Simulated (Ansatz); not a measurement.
Total energies of `BOB(N)Cl`.

```
atom   x (Å)   y (Å)   z (Å)
  B1   1.450   0.985   0.724
  O2   0.585  -0.032   0.498
  B3  -0.487  -0.132  -0.360
  N4  -1.234  -1.303  -0.360
 Cl5  -0.933   1.183  -1.465
  H6   1.348   2.020   0.131
  H7   2.307   0.792   1.538
  H8  -1.010  -2.068   0.252
  H9  -2.026  -1.445  -0.959
```

Charge 0, multiplicity 1. The geometry is a stationary point of PBE0-D4/def2-TZVP. It is one conformer, not always the lowest. Basis def2-TZVPP, Ansatz.

RPA on PBE orbitals: Hartree–Fock energy of these orbitals -640.72887 Eh, correlation -1.34336 Eh (frozen core).

```json
{"functional": "PBE", "energy without D4 (Eh)": "-642.11499", "D4 term (kJ/mol)": "-17.2"}
{"functional": "revPBE", "energy without D4 (Eh)": "-642.39011", "D4 term (kJ/mol)": "-54.9"}
{"functional": "BLYP", "energy without D4 (Eh)": "-642.47962", "D4 term (kJ/mol)": "-38.4"}
{"functional": "r2SCAN", "energy without D4 (Eh)": "-642.40784", "D4 term (kJ/mol)": "-4.2"}
{"functional": "B97M-V", "energy without D4 (Eh)": "-642.41251", "D4 term (kJ/mol)": "–"}
{"functional": "PBE0", "energy without D4 (Eh)": "-642.17103", "D4 term (kJ/mol)": "-14.5"}
{"functional": "B3LYP", "energy without D4 (Eh)": "-642.56916", "D4 term (kJ/mol)": "-27.8"}
{"functional": "r2SCANh", "energy without D4 (Eh)": "-642.39875", "D4 term (kJ/mol)": "-4.4"}
{"functional": "r2SCAN0", "energy without D4 (Eh)": "-642.38607", "D4 term (kJ/mol)": "-4.9"}
{"functional": "HSE06 (plane-wave form)", "energy without D4 (Eh)": "-642.15351", "D4 term (kJ/mol)": "-13.4"}
{"functional": "LC-ωPBE", "energy without D4 (Eh)": "-642.29226", "D4 term (kJ/mol)": "–"}
{"functional": "ωB97X-V", "energy without D4 (Eh)": "-642.41799", "D4 term (kJ/mol)": "–"}
{"functional": "ωB97M-V", "energy without D4 (Eh)": "-642.45263", "D4 term (kJ/mol)": "–"}
{"functional": "PBE-QIDH", "energy without D4 (Eh)": "-642.06526", "D4 term (kJ/mol)": "–"}
```

**Question.** Give the same for LDA (SPW92), BHLYP, CAM-B3LYP, B2PLYP. (Best estimate.)

**Answer.** Ansatz gave: 
```csv
functional,energy without D4 (Eh),D4 term (kJ/mol)
LDA (SPW92),-639.48792,–
BHLYP,-642.45470,-20.5
CAM-B3LYP,-642.47752,-14.6
B2PLYP,-642.27131,–
```

B3LYP takes the VWN-RPA correlation (the form of Gaussian; ORCA's B3LYP/G). HSE06 is the plane-wave form, built on full-range PBE exchange. The double hybrids freeze the cores in their second-order part.

LC-ωPBE has ω = 0.4 bohr⁻¹.
